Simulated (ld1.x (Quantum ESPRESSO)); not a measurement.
**Reading a pseudo-wave (Cd)**

Columns: radius, all-electron u(r) and pseudo u(r) of the 4p shell (level -71.15 eV) of cadmium in the configuration [Ar] 3d10 4s2 4p6 4d10 5s1.5 5p0; PBEsol, scalar-relativistic, TM semilocal scheme, ld1.x (Quantum ESPRESSO) 7.5.

| r (bohr) | all-electron | pseudo |
| --- | --- | --- |
| 0.090 | 0.3518 | 0.0226 |
| 0.180 | -0.3571 | 0.0901 |
| 0.270 | -0.6367 | 0.2019 |
| 0.360 | -0.3695 | 0.3555 |
| 0.450 | 0.1082 | 0.5436 |
| 0.540 | 0.5607 | 0.7490 |
| 0.630 | 0.8914 | 0.9420 |
| 0.720 | 1.0852 | 1.0873 |
| 0.810 | 1.1630 | 1.1593 |
| 0.900 | 1.1566 | 1.1556 |
| 0.990 | 1.0959 | 1.0959 |
| 1.080 | 1.0044 | 1.0044 |
| 1.170 | 0.8991 | 0.8991 |
| 1.260 | 0.7909 | 0.7909 |
| 1.350 | 0.6868 | 0.6868 |
| 1.440 | 0.5904 | 0.5904 |
| 1.530 | 0.5036 | 0.5036 |
| 1.620 | 0.4269 | 0.4269 |
| 1.710 | 0.3602 | 0.3602 |
| 1.800 | 0.3026 | 0.3026 |
| 1.890 | 0.2534 | 0.2534 |
| 1.980 | 0.2116 | 0.2116 |
| 2.070 | 0.1763 | 0.1763 |
| 2.160 | 0.1466 | 0.1466 |
| 2.250 | 0.1218 | 0.1218 |
| 2.340 | 0.1009 | 0.1009 |

(1) How many radial nodes do the two functions have?

(2) At about which radius was the pseudo-wave matched?

(3) Is the pseudo-wave norm-conserving?

## Answers

(1) The all-electron 4p function has n − l − 1 = 2; the pseudo-wave has 0, since the states of the same l below it are removed with the core.

(2) 1.05 bohr, where the columns begin to agree (steps of 0.09 bohr).

(3) Yes: the TM semilocal scheme keeps the norm inside the radius equal to the all-electron one, which fixes the energy derivative of the logarithmic derivative at the level.
